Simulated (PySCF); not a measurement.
Two species compared at the same levels of theory.

First species: C₂H₅FO₃S.
Atom-mapped SMILES: `[CH3:1][S:2](=[O:3])(=[O:4])[O:5][CH2:6][F:7]` (hydrogens: H8, H9, H10 on C1; H11, H12 on C6)

Second species: C₃H₅NO.
SMILES: `C/N=C/C=O`

Levels: PBE0/def2-SVPD for dipole moment, HOMO energy, LUMO energy, HOMO–LUMO gap, static isotropic polarisability and electronic spatial extent ⟨r²⟩ about the centre of nuclear charge; TDDFT PBE0/def2-SVPD for lowest singlet excitation; TDA PBE0/def2-SVPD for lowest triplet excitation (Tamm–Dancoff); GFN2-xTB for rotational constant A and rotational constant C. Geometries: GFN2-xTB. All species are isolated and taken at one optimised geometry, non-relativistic unless stated. Electronic properties by PySCF.

Dipoles, sizes and rotational constants follow the conformer. The torsions of the flexible species, by atom-mapped SMILES:
- `[CH3:1][S:2](=[O:3])(=[O:4])[O:5][CH2:6][F:7]`: C1–S2–O5–C6 86°, S2–O5–C6–F7 -78°
- `[CH3:1]/[N:2]=[CH:3]/[CH:4]=[O:5]`: N2–C3–C4–O5 180°

Values for the first species:

```
Dipole moment                                                     : 2.80 D
HOMO energy                                                       : -9.47 eV
LUMO energy                                                       : 0.32 eV
HOMO–LUMO gap                                                     : 9.79 eV
Lowest singlet excitation                                         : 8.42 eV
Lowest triplet excitation (Tamm–Dancoff)                          : 7.98 eV
Static isotropic polarisability                                   : 55.9 au
Electronic spatial extent ⟨r²⟩ about the centre of nuclear charge : 797 bohr²
Rotational constant A                                             : 3.942 GHz
Rotational constant C                                             : 1.626 GHz
```

(1) Estimate the same properties for the second species, and the change in each.

Answers

(1) 
```csv
property,first,second,second less first
dipole moment,2.80 D,3.22 D,+0.42 D
HOMO energy,-9.47 eV,-7.66 eV,+1.81 eV
LUMO energy,0.32 eV,-2.29 eV,-2.61 eV
HOMO–LUMO gap,9.79 eV,5.37 eV,-4.42 eV
lowest singlet excitation,8.42 eV,3.39 eV,-5.03 eV
lowest triplet excitation (Tamm–Dancoff),7.98 eV,2.78 eV,-5.20 eV
static isotropic polarisability,55.9 au,51.2 au,-4.7 au
electronic spatial extent ⟨r²⟩ about the centre of nuclear charge,797 bohr²,531 bohr²,-266 bohr²
rotational constant A,3.942 GHz,37.310 GHz,+33.368 GHz
rotational constant C,1.626 GHz,2.233 GHz,+0.607 GHz
```

On the first: S1 lies 1.37 eV below the HOMO–LUMO gap; its leading configuration is HOMO→LUMO+1, weight 0.62. No computed singlet falls in the visible range (750 to 380 nm, 1.65 to 3.26 eV); S1 lies 5.16 eV above its blue end.

On the second: In atomic units the dipole is 1.27 e·bohr (1 au = 2.5417 D). The polarisability is 7.59 Å³ as a volume (1 au = 0.148185 Å³), or 1.35 au for each of the 38 electrons.
